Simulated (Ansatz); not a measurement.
Frontier orbitals of `CO[SiH](O)[SiH3]`.

Cartesian coordinates in Å:
```
C -1.036 1.996 0.599
O -0.227 1.063 -0.084
Si -0.231 -0.547 0.229
O 0.334 -0.915 1.733
Si 1.093 -1.478 -1.466
H -1.018 2.936 0.045
H -2.074 1.650 0.667
H -0.662 2.176 1.611
H -1.632 -1.044 0.264
H 1.266 -0.774 1.903
H 2.506 -1.032 -1.306
H 0.613 -1.066 -2.811
H 1.068 -2.964 -1.384
```

The species carries charge 0 and has multiplicity 1. All single points use the PBE0-D4/def2-TZVP geometry. It is one conformer, not always the lowest. Basis def2-TZVPP, the Gaussian-basis code of Ansatz.

```json
{"functional": "PBE", "HOMO (eV)": "-6.66", "LUMO (eV)": "-0.93", "gap (eV)": "5.73"}
{"functional": "B97M-V", "HOMO (eV)": "-7.07", "LUMO (eV)": "-0.88", "gap (eV)": "6.19"}
{"functional": "PBE0", "HOMO (eV)": "-7.89", "LUMO (eV)": "-0.09", "gap (eV)": "7.80"}
{"functional": "B3LYP", "HOMO (eV)": "-7.70", "LUMO (eV)": "-0.30", "gap (eV)": "7.40"}
{"functional": "r2SCAN0", "HOMO (eV)": "-8.06", "LUMO (eV)": "0.11", "gap (eV)": "8.17"}
{"functional": "LC-ωPBE", "HOMO (eV)": "-10.50", "LUMO (eV)": "2.07", "gap (eV)": "12.57"}
{"functional": "ωB97M-V", "HOMO (eV)": "-9.96", "LUMO (eV)": "1.58", "gap (eV)": "11.54"}
```

From PBE to PBE0 the HOMO moves by −1.23 eV and the LUMO by +0.85 eV, and with ωB97M-V by −3.30 and +2.52 eV, so the gap grows from 5.73 to 11.55 eV with exact exchange. A positive LUMO is unbound and depends on the basis.

B3LYP here is the variant with VWN-RPA as its local correlation; programs differ in this. LC-ωPBE has ω = 0.4 bohr⁻¹.
